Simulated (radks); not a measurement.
Removal energies from the arsenic ion As2+, [Ar] 3d10 4s2 4p1, by Delta-SCF beside the eigenvalue of the level emptied. All-electron calculation, scalar-relativistic Kohn-Sham, PBEsol, spin-polarised, spherical densities, finite nucleus; Fermi nuclear charge, rms radius of each element as measured or else 0.836 A^(1/3) + 0.57 fm. Program: a radial shooting solver on a logarithmic mesh with Libxc functionals. Open shells are filled with parallel spins first.

| removed from | final configuration | Delta-SCF (eV) | -eigenvalue (eV) |
|---|---|---|---|
| 4p | [Ar] 3d10 4s2 | 28.030 | 23.230 |
| 4s | [Ar] 3d10 4s1 4p1 | 38.116 | 32.825 |
| 3d | [Ar] 3d9 4s2 4p1 | 73.768 | 61.849 |
| 3p | [Ne] 3s2 3p5 3d10 4s2 4p1 | 167.20 | 154.77 |
